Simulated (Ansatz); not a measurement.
Stepwise reaction of `[OH][GaH2]` with hydrogen fluoride, as a gas-phase model of exchange steps in deposition or etching. ΔE in kJ/mol; ΔG adds harmonic PBE0-D4 terms to CCSD(T)/CBS, at 1 bar.

Program: Ansatz. Geometries: PBE0-D4/def2-TZVP. ΔE: electronic, gas phase. CCSD(T)/CBS adds triple-zeta CCSD(T) − MP2 to the extrapolated MP2 energy (def2 sets, frozen cores). This one scheme is used for every species. Functionals use def2-TZVPP. B3LYP here is the variant with VWN-RPA as its local correlation; programs differ in this. For Ga outer-core shells are correlated without core-valence functions, which leaves a few kJ/mol of doubt a bond. Scalar relativity is left out up to krypton. One conformer a species, not always the lowest.

```json
{"step": "1", "reaction": "`[OH][GaH2]` + H–F → `[OH][GaH][F]` + H₂", "PBE-D4": "-70.0", "B3LYP-D4": "-73.7", "ωB97M-V": "-71.3", "CCSD(T)/CBS": "-69.0", "ΔG(600 K)": "-67.6"}
{"step": "2", "reaction": "`[OH][GaH][F]` + H–F → `[OH][Ga]([F])[F]` + H₂", "PBE-D4": "-45.5", "B3LYP-D4": "-48.9", "ωB97M-V": "-47.3", "CCSD(T)/CBS": "-44.2", "ΔG(600 K)": "-42.1"}
```

(1) By hand: ΔE of the 2 steps together at CCSD(T)/CBS.

Answers

(1) (-69.0) + (-44.2) = -113.2 kJ/mol, or -56.6 kJ/mol a step.

In ΔE each step is higher than the one before. All are downhill at CCSD(T)/CBS. ΔG lies between -67.6 and -42.1 kJ/mol a step. PBE-D4 differs from CCSD(T)/CBS by -1.3 to -1.0 kJ/mol a step. Isolated molecules leave out the surface, adducts and barriers. Largest T1 diagnostic: 0.015.
